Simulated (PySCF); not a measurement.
Stepwise substitution at one centre (Sn OCH3-H). Isolated molecules, 0 K electronic values unless said otherwise. One relaxed conformer stands for each flexible species; it need not be the lowest. Strings in code marks are SMILES.

The four lowest singlet excitations (Tamm–Dancoff). All values below come from PBE-D3(BJ)/def2-TZVP // B3LYP-D3(BJ)/def2-SVP run with PySCF. Excitations are Tamm–Dancoff values on a coarser integration grid. The basis has no diffuse functions, so Rydberg states are missing or too high.

```
state  energy (eV)  wavelength (nm)  oscillator strength
-----  -----------  ---------------  -------------------
S1            3.69              336                0.000
S2            3.77              329                0.010
S3            3.77              329                0.010
S4            4.03              308                0.042
```

Which member gives these states?
(A) `C[O][SnH]([O]C)[O]C`
(B) `C[O][Sn]([O]C)([O]C)[O]C`
(C) `C[O][SnH3]`

B, `C[O][Sn]([O]C)([O]C)[O]C`
